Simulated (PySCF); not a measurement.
**Bond length, frequency and bond energy of NaBi⁺ by level of theory**

State: ⁴Σ⁻ (quartet), unpaired electrons σ ↑, π ↑↑. Set-up: PySCF, scalar-relativistic core potentials, basis sets Na def2-SVPD, Bi def2-SVPD with ECP60. De refers to Na⁺ + Bi in their high-spin ground configurations, without counterpoise correction. The functionals are run spin-unrestricted. A positive dipole points towards Bi; it is taken about the centre of mass and depends on that origin.

| Level | Re (Å) | ωe (cm⁻¹) | De (eV) | μ (D) | CPU s a point (SCF and correlation, without the integrals) |
| --- | --- | --- | --- | --- | --- |
| UHF | 3.536 | 86.7 | n/a | -12.51 | 0.13 |
| UHF-MP2 | 3.504 | 90.5 | n/a | n/a | 0.23 |
| UHF-SCS-MP2 | 3.502 | 90.5 | n/a | n/a | n/a |
| UHF-CCSD | 3.505 | 90.7 | n/a | n/a | n/a |
| UHF-CCSD(T) | 3.503 | 91.1 | n/a | n/a | 4.9 |
| PBE | 3.439 | 95.0 | n/a | -11.39 | 0.44 |
| PW91 | 3.425 | 96.8 | n/a | -11.28 | 0.37 |
| TPSS | 3.457 | 93.9 | n/a | -11.59 | 0.63 |
| r²SCAN | 3.448 | 93.2 | n/a | -11.80 | 0.59 |
| M06-L | 3.522 | 80.7 | n/a | -12.09 | 0.59 |
| PBE0 | 3.429 | 95.1 | n/a | -11.62 | 0.85 |
| HSE06 | 3.439 | 94.5 | n/a | -11.63 | 0.83 |

(1) What does a quarter of exact exchange do here, going from PBE to PBE0?

(2) What does the step from GGA to meta-GGA do here, going from PBE to r²SCAN?

(3) What does all correlation do here, going from UHF to UHF-CCSD(T)?

Correlated steps freeze 5 core orbitals. Spin–orbit coupling is left out, which matters for elements this heavy, above all for dissociation energies. Counting both spins, an empty level lies below a filled one in some of these solutions, because spin and occupation are held. The state was picked by a PBE0 search and need not be the measured ground state.

The whole job (state search and all levels along the bond) took about 2.2 min on 1 thread of Oxide Virtual Turin-like (shared host), peak memory 0.59 GiB.

## Answers

(1) PBE0 less PBE: -1.0 pm in Re, +0.1 % in ωe. Exact exchange removes part of the self-interaction that spreads semilocal densities, and in most molecules shortens and stiffens the bond and lowers De; so it does here.

(2) r²SCAN less PBE: +0.9 pm in Re, -1.9 % in ωe. 

(3) UHF-CCSD(T) less UHF: -3.3 pm in Re, +5.1 % in ωe. Correlation nearly always deepens the well. The bond shortens, as in weak, metallic or heavy-atom bonds, where dispersion and the correlation of outer-core electrons pull the atoms together.
